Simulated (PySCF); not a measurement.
BF2, charge +1, multiplicity 1.

```xyz
3

F      0.0000     0.0000    -1.2264
B      0.0000     0.0000     0.0000
F      0.0000     0.0000     1.2264
```
Charge +1, spin multiplicity 1.

Coordinates come from a PBE0-D3(BJ)/def2-TZVP optimisation. The spin state was assumed, not searched. The isomer is the one that the SMILES or the coordinates give; other isomers of the formula were not compared.

All values below come from PBE0/pcSseg-2 in PySCF. Non-relativistic, no solvent.

Give the absolute GIAO shielding of each atom: isotropic value and principal components (ppm). (An estimate is asked for; the answer gives what the named calculation found.)


```json
[
 {"atom": "F1", "σ(iso)": "309.0", "σ11": "222.2", "σ22": "222.2", "σ33": "482.7", "span": "260.5"},
 {"atom": "B2", "σ(iso)": "96.5", "σ11": "36.9", "σ22": "36.9", "σ33": "215.7", "span": "178.8"},
 {"atom": "F3", "σ(iso)": "309.0", "σ11": "222.2", "σ22": "222.2", "σ33": "482.7", "span": "260.5"}
]
```
